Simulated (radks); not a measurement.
Problem. The table gives one normalised radial function P(r) = r R(r) (large component) of Bi2+ in [Hg] 5f1 (r in bohr). Calculated with a radial shooting solver on a logarithmic mesh with Libxc functionals: Dirac Kohn-Sham, LDA (Slater exchange, Perdew-Wang correlation), spin-unpolarised, spherical densities, point nucleus; open shells are shared between the two j in proportion to 2j + 1.

r           P
0.001885   0.0000
0.003046   0.0000
0.004961   0.0000
0.008082   0.0000
0.01306    0.0000
0.02128    0.0002
0.03466    0.0010
0.05602    0.0042
0.09126    0.0156
0.1487     0.0428
0.2402     0.0753
0.3914     0.0650
0.6376    -0.0232
1.03      -0.1473
1.679     -0.2729
2.734     -0.4012
4.419     -0.4518
7.199     -0.2745
11.73     -0.0462

Which n and l does it have? It may be an empty orbital.

Solution. n = 5, l = 3: the number of nodes gives n - l - 1 = 1, the rise at small r points to l (for j = l - 1/2 the large component starts as r^gamma with gamma = sqrt(l^2 - (Z/c)^2) = 2.94 and the r^(l+1) term takes over further out; the orbital of l - 1 with the same j starts with the same power, but with a larger coefficient, and does not steepen), and the extent must fit the shell. The curve is that of 5f5/2; the two j differ most near the nucleus, where j = l - 1/2 has the larger amplitude, and in heavy atoms j = l - 1/2 is also the more compact. 5f5/2: eigenvalue -6.581 eV, 1 radial node at r = 0.577 bohr, <r> = 4.67 bohr, 90 % of the charge inside 7.29 bohr.
